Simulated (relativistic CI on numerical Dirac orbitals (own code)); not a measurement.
**What each ingredient does to the levels of Tm LXI**

Base calculation: Dirac-Coulomb-Breit CI, KLI orbitals optimised for each configuration, a model potential for QED, unscaled Slater integrals.

Configurations in the expansion (outside the closed core 1s2): 2s²2p⁵, 2s2p⁶, 2p⁶3s, 2p⁶3p, 2s²2p⁴3s, 2p⁶3d, 2s²2p⁴3p, 2s²2p⁴3d, 2s2p⁵3s, 2s2p⁵3p, 2s2p⁵3d, 2s²2p⁴4s, 2s²2p⁴4p, 2s²2p⁴4d, 2s²2p⁴4f, 2s²2p³3s². Levels of other configurations are missing.

Variants: (1) configuration mixing switched off. Shifts of the energy above 2s²2p⁵ ²P°3/2, in eV, for the lowest level and the first level of each name with at least 55 % of one term (blank where a level changes its place among those of its configuration and J or its character, or is not in the variant):

```
          Level     Base   Δ(1)
  2s²2p⁵ ²P°3/2     0.00   0.00
  2s²2p⁵ ²P°1/2  1008.63  -0.18
    2s2p⁶ ²S1/2  1440.00  +0.70
 2s²2p⁴3s ⁴P5/2  7307.78  -0.03
 2s²2p⁴3s ²P3/2  7317.90  +0.02
 2s²2p⁴3s ²S1/2  7366.44  +2.52
2s²2p⁴3p ²P°1/2  7485.79  +2.37
2s²2p⁴3p ⁴D°7/2  7711.78  -0.42
 2s²2p⁴3d ²D3/2  7903.44  +1.85
 2s²2p⁴3d ⁴F9/2  7913.27  -0.67
 2s²2p⁴3d ²P1/2  7926.20  -0.61
 2s²2p⁴3s ⁴P3/2  8320.09  +0.33
 2s²2p⁴3s ²P1/2  8329.04  +0.32
 2s²2p⁴3s ²D5/2  8340.21  +0.04
```

At this charge energies of transitions that change n are usually good to better than 1 %, and those within a shell (Δn = 0) to a few per cent.

Ionisation energy from the two ground configurations alone: base 13649.8 eV. The NIST ASD value (theoretical) is 13651 eV.

LS names give the leading component of a level, which can be under half, so a name can repeat, a term be missing and a line seem to break the LS rules.
